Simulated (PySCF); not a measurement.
## Electron correlation in Sb+ (antimony, charge +1)

[Kr] 4d10 5s2 5p2, high-spin 3P determinant. All numbers are calculated (PySCF 2.14, the non-relativistic Hamiltonian (point nucleus), in dyall-av2z (22s16p12d, 130 functions)). Frozen: [Kr] 4d10; 4 electrons correlated; the 62 highest virtual orbitals of each spin left out.

| level | correlation energy (mhartree) |
| --- | --- |
| CCSD | -55.25 |
| (T) | -0.84 |
| CCSD(T) | -56.09 |

Diagnostics: T1 = 0.0082, D1 = 0.0229, largest double amplitude 0.104.

A non-relativistic calculation at this Z misses sizeable relativistic shifts.

Cost of the coupled-cluster step: roughly 5 core-seconds, for 4 correlated electrons.
